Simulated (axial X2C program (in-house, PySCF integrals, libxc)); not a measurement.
Worked dissociation energy of InCl⁻: B3LYP, scalar-relativistic

Computed with an in-house relativistic program for diatomic molecules. Spin-free means the one-electron spin-free X2C Hamiltonian. Basis: In dyall-acv3z [12s13p10d5f1g], Cl dyall-av3z [9s8p3d2f] (cores contracted in-house); Gaussian nuclei, density fitting, unrestricted open shells. Masses: In 114.904 u, Cl 34.969 u.

Molecular state: M_S = 1/2, Λ = 1 (beyond evenly filled blocks: π+α).

- E(In) (2M_S = 1, M_L = 0): -5881.077770 hartree
- E(Cl-) (2M_S = 0, M_L = 0): -461.740406 hartree
- E(InCl⁻) at Re: -6342.865157 hartree
- ωe: 206.6 cm⁻¹
- ωexe: 1.26 cm⁻¹

(1) Work out De and D0.

One determinant describes the state; a PBE0 search over occupations chose it and may have missed a lower one. Dissociation energies refer to the lowest single-determinant-based atoms at the same level and basis. The highest occupied level is positive at some bond lengths even in Hartree–Fock (under at least one Hamiltonian), so the basis set holds the extra electron there; where that holds at Re the anion is at best weakly bound and its constants depend on the basis. Without a current term, density functionals place determinants with orbital angular momentum somewhat too high. Spin-free De lacks the spin–orbit lowering of the heavy p-block atom, a tenth of an eV or more for 4p and 5p, up to an eV for 6p and one to two eV for 7p atoms, less what an open-shell molecule gains itself.

Each atomic determinant is the lowest at this level and need not be a pure term. Totals compare only within one Hamiltonian and basis.

## Answers

(1) De = -5881.077770 + (-461.740406) − (-6342.865157) = 0.04698 hartree = 1.278 eV. The zero-point energy is ωe/2 − ωexe/4 = 103 cm⁻¹ = 0.013 eV, so D0 = 1.266 eV.
